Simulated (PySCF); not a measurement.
From one molecule to another.

First species: C4H11NSi2.
SMILES: `C(/C[SiH3])(N=C)=C\[SiH3]`

Second species: C₄H₅N₃S.
SMILES: `CSC1=NC=NN=C1`

Levels: wB97X-D/def2-SVPD for dipole moment, HOMO energy, LUMO energy, HOMO–LUMO gap, static isotropic polarisability and electronic spatial extent ⟨r²⟩ about the centre of nuclear charge; TDDFT wB97X-D/def2-SVPD for lowest singlet excitation; TDA wB97X-D/def2-SVPD for lowest triplet excitation (Tamm–Dancoff); GFN2-xTB for rotational constant A and rotational constant C. Geometries: GFN2-xTB. All species are isolated and taken at one optimised geometry, non-relativistic unless stated. Electronic properties by PySCF.

The conformers computed, where there is a choice (atom-mapped SMILES and torsion angles):
- `[CH2:1]=[N:2]/[C:3](=[CH:4]\[SiH3:5])[CH2:6][SiH3:7]`: C1–N2–C3–C4 -53°, N2–C3–C6–Si7 65°
- `[CH3:1][S:2][c:3]1[cH:4][n:5][n:6][cH:7][n:8]1`: C1–S2–C3–C4 180°

| property | column X | column Y |
| --- | --- | --- |
| dipole moment | 3.77 D | 1.40 D |
| HOMO energy | -8.86 eV | -8.54 eV |
| LUMO energy | -0.24 eV | 0.52 eV |
| HOMO–LUMO gap | 8.62 eV | 9.06 eV |
| lowest singlet excitation | 3.37 eV | 4.34 eV |
| lowest triplet excitation (Tamm–Dancoff) | 2.71 eV | 3.39 eV |
| static isotropic polarisability | 87.4 au | 112.5 au |
| electronic spatial extent ⟨r²⟩ about the centre of nuclear charge | 1109 bohr² | 1527 bohr² |
| rotational constant A | 4.583 GHz | 3.021 GHz |
| rotational constant C | 0.997 GHz | 0.795 GHz |

Q: Which column belongs to which species?

A: Column X is the second species and column Y the first. The first has 18 atoms and 70 electrons, the second 13 and 66.

Q: How does each property change from the first species to the second?

A: dipole moment +2.37 D; HOMO energy -0.32 eV; LUMO energy -0.76 eV; HOMO–LUMO gap -0.44 eV; lowest singlet excitation -0.97 eV; lowest triplet excitation (Tamm–Dancoff) -0.68 eV; static isotropic polarisability -25.1 au; electronic spatial extent ⟨r²⟩ about the centre of nuclear charge -418 bohr²; rotational constant A +1.562 GHz; rotational constant C +0.202 GHz.

On the first: In wavenumbers S1 is 35000 cm⁻¹ (1 eV = 8065.54 cm⁻¹). The polarisability is 16.67 Å³ as a volume (1 au = 0.148185 Å³), or 1.61 au for each of the 70 electrons.

On the second: The principal polarisabilities are 54.4, 87.8 and 120.1 au; their mean is the isotropic value. A dipole of 3.77 D is allowed in Cs, and pure rotational transitions are dipole-allowed.
